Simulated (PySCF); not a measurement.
# Computed properties of C2H4N, SMILES CC#[NH+], charge +1

C2H4N, SMILES CC#[NH+], charge +1. The structure is a stationary point at B3LYP-D3(BJ)/def2-TZVP. The isomer is the one that the SMILES or the coordinates give; other isomers of the formula were not compared. The values are those of a single conformer. All values are computed for the isolated molecule unless a solvent is named; none is compared with measurement here.

**Structure.** The optimised structure has C3v symmetry. All 15 harmonic modes at B3LYP-D3(BJ)/def2-TZVP (PySCF) are real, so it is a minimum. With heavy atoms numbered as in [CH3:1][C:2]#[NH+:3], the shortest bond between them is C2–N3 at 1.138 Å and the longest C1–C2 at 1.434 Å.

**Vibrations.** The strongest infrared lines (harmonic, unscaled, degenerate partners summed) lie at 3667 cm⁻¹ (751 km/mol, H 87 %, N 12 %), 579 cm⁻¹ (290 km/mol, H 80 %, N 17 %), 2383 cm⁻¹ (96 km/mol, C 61 %, N 30 %, H 8 %). The softest mode is at 398 cm⁻¹ and the zero-point energy is 35.0 kcal/mol.

**Electronic structure.** CAM-B3LYP/def2-TZVPD (PySCF) places the frontier levels at -18.75 and -5.54 eV, a gap of 13.21 eV and a mean polarisability of 25.9 bohr³. PBE/def2-TZVPD (PySCF) at the same geometry gives -15.87 and -7.93 eV, so its gap is 5.27 eV narrower. An orbital gap is neither the optical nor the fundamental gap.

**Excitations.** TDA-M06-2X/def2-SVPD (PySCF) has S1 at 7.75 eV (160 nm, f = 0.000, dark); the most intense of the 10 singlets computed lies at 11.32 eV (f = 0.99). Strengths of degenerate partners are summed. T1 (TDA) is at 7.09 eV, 0.66 eV under S1. TDA-PBE/def2-SVPD (PySCF) puts S1 at 7.92 eV. No vertical singlet excitation falls in the visible range (under 3.1 eV).

**NMR.** GIAO shifts at B3LYP/pcSseg-2 (PySCF) (non-relativistic, atoms alike by connectivity averaged): ¹³C from -0.7 to 121.6 ppm against TMS; ¹H from 3.3 to 6.2 ppm against TMS.

**Solvation.** SMD-B3LYP/6-31G* (PySCF) gives -65.7 kcal/mol in water, -33.4 kcal/mol in n-hexane, -58.6 kcal/mol in ethylethanoate (1 M in both phases, gas-phase geometry); of these solvents water holds the molecule best.
